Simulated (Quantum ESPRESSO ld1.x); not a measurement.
Q: These are the eigenvalues of the occupied orbitals of an atom or ion with whole-number occupations (hartree). Calculated with ld1.x of Quantum ESPRESSO 7.5: scalar-relativistic Kohn-Sham, BLYP, spin-unpolarised, spherical densities, point nucleus.

| orbital | eigenvalue |
|---|---|
| 1s | -1317.4516 |
| 2s | -208.0184 |
| 2p | -186.7798 |
| 3s | -44.5078 |
| 3p | -37.6745 |
| 3d | -27.6423 |
| 4s | -9.6772 |
| 4p | -7.4898 |
| 4d | -4.3033 |
| 5s | -2.4208 |
| 5p | -1.8659 |

Which element is it, and in what charge state? The configuration may be excited.

A: Z = 55, caesium, charge +4: Cs4+ in [Kr] 4d10 5s2 5p3. The list shows which subshells hold electrons but not how many an open one holds; the 1s level, -1317.5 hartree, gives Z - s = 51.3 by -(Z - s)^2/2, which with screening and relativity narrows Z to a few neighbours, and the depths of the outer levels then fix element, charge and occupations together.
